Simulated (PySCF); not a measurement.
**Distorted geometries of [La(NH3)2]3+**

[La(NH3)2]3+ (singlet). PySCF 2.14.0, RKS PBE, La def2-SVP with ECP46, N def2-SVP, H def2-SVP; non-relativistic Hamiltonian with scalar-relativistic core potentials where named; density fitting; no spin-orbit coupling. Relaxed geometry:

```xyz
9

La    0.4689   -1.1047   -0.0002
N    -0.0826    0.1858    2.1040
H     0.6366    0.8832    2.4138
H    -0.9637    0.7526    2.0896
H    -0.2049   -0.4112    2.9575
N    -0.0806    0.1872   -2.1036
H     0.5820    0.0230   -2.8996
H    -1.0120   -0.0279   -2.5348
H    -0.0967    1.2318   -2.0267
```

Q: Order these distorted geometries by energy above the relaxed one, lowest first.
A.
```xyz
9

La    0.4833   -1.2081    0.0374
N    -0.0398    0.2929    2.1236
H     0.6284    0.8801    2.4426
H    -0.8818    0.6799    2.1232
H    -0.1378   -0.3738    2.9972
N    -0.1194    0.1952   -2.1472
H     0.5374   -0.0030   -2.9432
H    -1.0687   -0.0457   -2.5097
H    -0.1547    1.3024   -2.1239
```
B.
```xyz
9

La    0.4061   -1.2213   -0.1565
N    -0.0494    0.2204    2.1039
H     0.6951    0.8192    2.3176
H    -0.9843    0.7805    2.2369
H    -0.2056   -0.3788    2.9582
N    -0.1219    0.1639   -2.0821
H     0.6092    0.0346   -2.8749
H    -1.0234   -0.0572   -2.5267
H    -0.0788    1.3585   -1.9765
```
C.
```xyz
9

La    0.4331   -1.0862   -0.0259
N    -0.0811    0.2211    2.1583
H     0.6437    0.8453    2.4350
H    -0.9401    0.8065    2.0745
H    -0.1662   -0.4384    2.9491
N    -0.1193    0.1935   -2.1573
H     0.5871   -0.0013   -2.8723
H    -1.0038   -0.0227   -2.5404
H    -0.1063    1.2021   -2.0209
```

A: C (0.24 eV), B (0.71 eV), A (0.86 eV).

Q: Which forces (eV/Å) act in the one that lies 0.24 eV up?

A: 
```
La  -0.06  0.10  0.26
N   -0.94 -1.50 -1.87
H    1.52  1.47  0.67
H   -0.11 -0.09  0.47
H   -0.44 -0.03  0.50
N    1.95 -0.58  2.19
H    0.38 -0.03 -0.86
H   -2.25 -0.49 -1.25
H   -0.05  1.14 -0.11
```
Forces carry noise of the integration grid, about 0.01 to 0.03 eV/Å.

A frequency check found unstable modes (1, the lowest at -54 cm⁻¹), so the relaxed geometry is probably a saddle point.
